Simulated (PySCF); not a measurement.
C2H3ClF2Si, SMILES F/C=C(/F)[SiH2]Cl.

Coordinates come from a PBE0-D3(BJ)/def2-SVP optimisation. The structure was generated by enumeration; whether it is a known compound was not checked. One conformer was computed; it need not be the lowest.

Method: PySCF with PBE/def2-TZVP.

The total energy comes out as -1026.91977 hartree and the highest occupied level comes out as -6.47 eV. The lowest empty level comes out as -1.95 eV. The orbital gap is 4.52 eV and the dipole moment is 0.289 e·Å. The quadrupole, principal values (traceless, Buckingham form, about the centre of nuclear charge) comes out as -4.60, -0.86, 5.46 D·Å, the mean static polarisability is 63.9 bohr³ (9.47 Å³) and the polarisability, principal values comes out as 54.6, 56.8, 80.3 bohr³.
